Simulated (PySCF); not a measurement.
PySCF job for B₂O₃, SMILES O=BOB=O, B3LYP/pcJ-1. Coordinates come from a PBE0-D3(BJ)/def2-SVP optimisation. The values are those of a single conformer.

```python
import numpy as np
from pyscf import gto, scf, dft
from pyscf.prop.ssc import rks as ssc

mol = gto.M(
    atom='''
    O     0.00000000    0.00000000   -2.51583870
    B     0.00000000    0.00000000   -1.31015787
    O     0.00000000    0.00000000    0.00000000
    B     0.00000000    0.00000000    1.31015787
    O     0.00000000    0.00000000    2.51583870
    ''',
    basis='pcJ-1',
    charge=0,
    spin=0,
    max_memory=1600,
    verbose=3,
)
mf = dft.RKS(mol, xc='b3lyp')
mf.grids.level = 3
mf.conv_tol = 1e-10
mf.max_cycle = 100
mf.kernel()
j = ssc.SSC(mf)
j.with_fcsd = True
j.max_cycle_cphf = 80
j.conv_tol = 1e-7
e11 = j.kernel()
```

Program output:

```
converged SCF energy = -275.557969461004
Reduced spin-spin coupling constant K (Hz)
               #0        #1        #2        #3        #4
        0 O    0.00000
        1 B   17.33681   0.00000
        2 O   -3.80713  70.21028   0.00000
        3 B    0.29400   9.12109  70.21014   0.00000
        4 O    3.10164   0.29399  -3.80714  17.33702   0.00000
Spin-spin coupling constant J (Hz)
               #0        #1        #2        #3        #4
        0 O    0.00000
        1 B  -23.53986   0.00000
        2 O   -2.18465 -95.33126   0.00000
        3 B   -0.39919  29.30436 -95.33107   0.00000
        4 O    1.77982  -0.39918  -2.18465 -23.54014   0.00000
```

The calculation finished and met its thresholds.

Cost: about 80 core-seconds (a rough figure).
